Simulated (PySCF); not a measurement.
C4H4Cl2, SMILES Cl/C=C\C=C/Cl.

Geometry: PBE0-D3(BJ)/def2-SVP. One conformer was computed; it need not be the lowest.

Two levels are set side by side: PBE/def2-TZVP (PySCF) and B3LYP/def2-TZVP (PySCF). Same geometry, gas phase. Differences are taken from unrounded values.

```
quantity                       PBE
---------------------------  -----
orbital gap (eV)              3.38
highest occupied level (eV)  -5.74
lowest empty level (eV)      -2.36
mean polarisability (bohr³)   81.7
```

These are the PBE values. What does B3LYP give? (An estimate is asked for; the answer gives what the named calculation found.)


| quantity | B3LYP | PBE minus B3LYP |
|---|---|---|
| orbital gap (eV) | 4.85 | -1.47 |
| highest occupied level (eV) | -6.55 | 0.81 |
| lowest empty level (eV) | -1.70 | -0.66 |
| mean polarisability (bohr³) | 80.1 | 1.6 |

Without exact exchange PBE keeps part of each electron's self-repulsion, which lifts occupied levels and narrows the gap. Differences between two approximate levels are no errors against the true value.

Rough cost on one machine, each run with all the roots and properties that it gave: B3LYP against PBE within a factor of 2.
